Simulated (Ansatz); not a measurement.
Born–Oppenheimer molecular dynamics of CH6BFSSi (11 atoms, charge 0, multiplicity 1). It starts from a relaxed structure.

Level of theory: RKS PBE-D4/STO-3G in Ansatz 0.2.0.

```yaml
ensemble: NVT, Langevin thermostat
time_step: 0.5 fs
steps_asked: 400
set_temperature: 300 K
friction: 0.005 /fs
temperature_schedule: 100 steps to 300 K, then 300 steps to 10 K
seed: 977097
```

First frame:

```xyz
11
Properties=species:S:1:pos:R:3
C -1.621 -0.300 0.670
S -0.338 -1.526 1.137
B 1.109 -0.885 0.283
F 2.237 -1.587 0.436
Si 1.103 0.758 -0.834
H -1.790 -0.277 -0.423
H -1.356 0.721 1.005
H -2.568 -0.592 1.162
H 0.727 1.937 -0.064
H 2.409 1.028 -1.419
H 0.152 0.667 -1.934
```

Question: How far do the bonds stretch over the last three quarters of this one trajectory? (Pairs bonded in most of those frames.)

Answer: 
| bond | mean (Å) | spread (Å) | shortest | longest |
| --- | --- | --- | --- | --- |
| C1–S2 | 1.837 | 0.020 | 1.80 | 1.87 |
| C1–H6 | 1.110 | 0.022 | 1.06 | 1.16 |
| C1–H7 | 1.106 | 0.007 | 1.09 | 1.12 |
| C1–H8 | 1.109 | 0.031 | 1.05 | 1.17 |
| S2–B3 | 1.800 | 0.023 | 1.75 | 1.85 |
| B3–F4 | 1.341 | 0.017 | 1.31 | 1.37 |
| B3–Si5 | 1.997 | 0.030 | 1.93 | 2.06 |
| Si5–H9 | 1.459 | 0.014 | 1.43 | 1.49 |
| Si5–H10 | 1.459 | 0.030 | 1.40 | 1.52 |
| Si5–H11 | 1.459 | 0.007 | 1.44 | 1.47 |

Mean temperature of the second half: 198 K. The schedule's set-point averaged 107 K over the second half and the system 198 K, so it lags behind the ramp. A run of 0.2 ps of so small a system gives no equilibrium averages. Limits of this set-up: minimal basis.

Time of the run: 9 min on 1 thread of Arm Neoverse V2 (shared host), peak memory 0.08 GiB.
